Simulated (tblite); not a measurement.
A tight-binding relaxation on `[C]12[C@H](Br)C[C@@H]2CC1` [radical].

Computed with GFN2-xTB geometry optimisation, gas phase (tblite 0.8.0). Start geometry: from a force field or distance geometry. The input is one job of a driver script: a line of settings, then coordinates in Å.

Command:
```bash
OMP_NUM_THREADS=1 python probes_run.py task.json out
```

Input:
```
{"job": {"kind": "relax", "xc": "GFN2-xTB", "basis": "xTB"}, "charge": 0, "multiplicity": 2}
Br    -2.468300     0.706800     1.413900
C     -1.581700    -0.046000    -0.115700
C     -0.646800    -1.253200     0.165900
C      0.382900    -0.553600    -0.731900
C      1.527800     0.110000     0.028800
C      0.642600     1.348900     0.189700
C     -0.397100     0.689200    -0.602800
H     -2.281700    -0.225500    -0.917600
H     -0.350000    -1.407900     1.207000
H     -1.033500    -2.203500    -0.223600
H      0.529400    -0.906600    -1.749700
H      1.836100    -0.375400     0.954900
H      2.415800     0.282600    -0.582500
H      0.387400     1.579300     1.224900
H      1.032600     2.263000    -0.283100
```

Output:
```
step      E/eV     max force
  0    -568.34502    1.673
  1    -568.44669    0.849
  2    -568.48905    0.735
  3    -568.55427    0.600
  4    -568.58070    0.424
  5    -568.59817    0.271
  6    -568.60657    0.227
  7    -568.61467    0.351
  8    -568.62122    0.327
  9    -568.62546    0.189
... (43 lines left out)
 53    -568.67711    0.019
 54    -568.67717    0.019
 55    -568.67722    0.017
 56    -568.67726    0.012
 57    -568.67728    0.010
 58    -568.67729    0.010
 59    -568.67731    0.012
 60    -568.67733    0.012
 61    -568.67735    0.012
 62    -568.67736    0.008
```

«max force» is the largest atomic force in eV/Å.

Problem. From which step on does the largest force stay under 0.1 eV/Å, and how much energy is left to gain from there?

Solution. From step 44 (0.082 eV/Å), 3.1 meV above the end.

In short: energy lowered by 7.7 kcal/mol over 62 steps; largest atomic force 0.008 eV/Å at the end.

Time: 0.41 s wall. Hardware: one thread of an Arm Neoverse V1, no GPU, shared host.
Labels such as C1 count atoms from 1, the log's own numbers from 0.
